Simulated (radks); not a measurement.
Problem. These are the eigenvalues of the occupied orbitals of an atom or ion with whole-number occupations (eV). Method: Dirac Kohn-Sham, PBE, spin-unpolarised, spherical densities, point nucleus; computed with a radial shooting solver on a logarithmic mesh with Libxc functionals.

| orbital | eigenvalue |
|---|---|
| 1s1/2 | -76051.30 |
| 2s1/2 | -13317.30 |
| 2p1/2 | -12756.62 |
| 2p3/2 | -11128.69 |
| 3s1/2 | -3136.310 |
| 3p1/2 | -2885.466 |
| 3p3/2 | -2529.006 |
| 3d3/2 | -2110.879 |
| 3d5/2 | -2033.861 |
| 4s1/2 | -691.4491 |
| 4p1/2 | -585.6510 |
| 4p3/2 | -501.3469 |
| 4d3/2 | -328.0969 |
| 4d5/2 | -312.4432 |
| 5s1/2 | -124.3151 |
| 4f5/2 | -91.9912 |
| 5p1/2 | -90.5749 |
| 4f7/2 | -88.8553 |
| 5p3/2 | -76.3337 |
| 5d3/2 | -30.3718 |
| 5d5/2 | -28.7608 |
| 6s1/2 | -21.9468 |
| 6d3/2 | -5.2737 |

Which element is it, and in what charge state? The configuration may be excited. Open shells, if any, fill j = l - 1/2 first.

Solution. Z = 77, iridium, charge +1: Ir+ in [Kr] 4d10 4f14 5s2 5p4 5d7 6s1 6d2. The list shows which subshells hold electrons but not how many an open one holds; the 1s level, -2794.8 hartree, gives Z - s = 74.8 by -(Z - s)^2/2, which with screening and relativity narrows Z to a few neighbours, and the depths of the outer levels then fix element, charge and occupations together.
